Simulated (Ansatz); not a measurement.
Two structures of CH8GaN, singlet, reached by relaxing down either side of one saddle point (PBE0-D4/def2-TZVP). Energies are electronic, without zero-point energy. Computed with Ansatz 0.2.0 (basis: def2-TZVPP and def2-QZVPP); correlated methods freeze the cores. Filled d shells of the heavier atoms are correlated. The def2 sets are not built for correlating such inner shells, so the correlated values are less sure here. Extrapolation: Hartree–Fock as exp(−7.88 √X), correlation as X^−2.97. First:

Ga1  (-0.295, 0.115, -1.553)
N2  (1.055, 1.313, -1.359)
H3  (0.111, -1.353, -1.894)
H4  (-1.749, 0.660, -1.391)
H5  (0.265, -0.088, 1.320)
C6  (-0.413, -0.821, 1.761)
H7  (0.917, 2.289, -1.157)
H8  (2.029, 1.085, -1.458)
H9  (0.170, -1.609, 2.236)
H10  (-1.049, -1.263, 0.993)
H11  (-1.041, -0.327, 2.502)
(Å)

Second:

```
11
angstrom
Ga -0.4897 -0.4316 -0.7181
N 1.0511 1.0792 -0.5686
H 0.3244 -1.4711 -1.5985
H -1.5773 0.4549 -1.4594
H 1.8783 0.7117 -0.1129
C -0.7585 -0.8367 1.2103
H 0.7255 1.8797 -0.0391
H 1.3151 1.3982 -1.4935
H 0.1520 -1.2192 1.6801
H -1.5271 -1.6055 1.3285
H -1.0937 0.0402 1.7712
```

Task: Which bonds change from the first to the second?

Result: GaNH₄ ([NH2][GaH2]) + CH₄ → CH₅Ga ([CH3][GaH2]) + NH₃ (still joined by a long Ga–N bond); bonds formed: Ga1–C6, N2–H5; bonds broken: H5–C6; bonds weakened to dative contacts: Ga1–N2.

Task: Give the saddle point's structure and its height above each. (To be estimated.)

Result: By the calculation: 147.8 kJ/mol above the first and 163.2 kJ/mol above the second (CCSD(T) at an estimated basis limit (MP2 extrapolated from triple and quadruple zeta, plus CCSD(T) − MP2 in triple zeta)).
Ga1  (-0.511, -0.212, -1.035)
N2  (0.965, 1.035, -0.573)
H3  (-0.007, -1.504, -1.756)
H4  (-1.878, 0.517, -1.244)
H5  (0.466, 0.315, 0.455)
C6  (-0.331, -0.597, 1.168)
H7  (0.799, 2.031, -0.594)
H8  (1.902, 0.837, -0.896)
H9  (0.476, -1.182, 1.616)
H10  (-1.128, -1.323, 0.948)
H11  (-0.751, 0.084, 1.912)
(Å)

The T1 diagnostic stays at or below 0.013. The start structure is not quite a true minimum (one mode of 52i cm⁻¹).

Labels in which every atom is bracketed show which atoms are joined, not bond orders.

For scale, one of the runs: CCSD(T)/def2-TZVPP, 222 basis functions, launched by `ansatz run in.yaml --threads 4 --pin off --events-out ev --progress --plain --max-ram 9574MiB`. Time: 65 s of wall clock on 4 CPU threads of an Arm Neoverse V2; the host was shared. Peak host memory: 3.5 GiB.
